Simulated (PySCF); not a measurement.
WH₃, SMILES [WH3] (connectivity only; charge and spin as stated), neutral, multiplicity 4.

Coordinates come from a PBE-D3(BJ)/def2-TZVPD optimisation. The multiplicity is an assumed one; other spin states were not compared. The def2 effective core potentials stand for the cores of W; spin–orbit coupling is left out.

Method: PySCF with TDA-B3LYP/def2-TZVPD.

Vertical excitations; the highest root listed may be one member of a degenerate set. Isolated molecule, no solvent.

Computed excitation energies, oscillator strengths and character:
| state | energy (eV) | λ (nm) | f | main pairs |
|---|---|---|---|---|
| root 1 | 1.95 | 637 | 0.000 | α HOMO−1→LUMO 49 %, α HOMO→LUMO+1 49 % |
| root 2 | 2.02 | 612 | 0.001 | α HOMO→LUMO, α HOMO−1→LUMO+1, α HOMO−2→LUMO (degenerate set) |
| root 3 | 2.02 | 612 | 0.001 | α HOMO→LUMO+1, α HOMO−1→LUMO, α HOMO−2→LUMO+1 (degenerate set) |
| root 4 | 2.14 | 579 | 0.009 | α HOMO−1→LUMO+1 49 %, α HOMO→LUMO 49 % |
| root 5 | 2.22 | 559 | 0.004 | α HOMO−2→LUMO (degenerate set) |
| root 6 | 2.22 | 559 | 0.004 | α HOMO−2→LUMO+1 (degenerate set) |
| root 7 | 3.24 | 382 | 0.016 | α HOMO→LUMO+2 (degenerate set) |
| root 8 | 3.24 | 382 | 0.016 | α HOMO−1→LUMO+2 (degenerate set) |
| root 9 | 3.57 | 347 | 0.125 | α HOMO−2→LUMO+2 96 % |
| root 10 | 4.68 | 265 | 0.000 | α HOMO−4→LUMO+1 10 %, α HOMO−3→LUMO 9 %, β HOMO→LUMO+2 39 %, β HOMO−1→LUMO+1 39 % |
Unrestricted roots are not spin-pure.
